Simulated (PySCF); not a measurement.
A structure optimised at B3LYP-D3(BJ)/def2-SVP, used in a PySCF frequency run:

```xyz
8

Al     0.5008     0.9115     0.0000
F     -0.2623     2.3921     0.0000
H      2.0713     0.8429     0.0000
S     -0.7478    -0.8635     0.0000
C      0.5539    -2.1755     0.0000
H      1.5708    -1.7570     0.0000
H      0.4243    -2.7974    -0.8958
H      0.4243    -2.7974     0.8958
```
Charge 0, spin multiplicity 1.

### Question
Write its SMILES, formula and point group.

### Answer
C[S][AlH][F], CH4AlFS, Cs

### Question
What are its rotational constants (standard atomic weights)?

### Answer
13.224, 2.1767, 1.8917 GHz
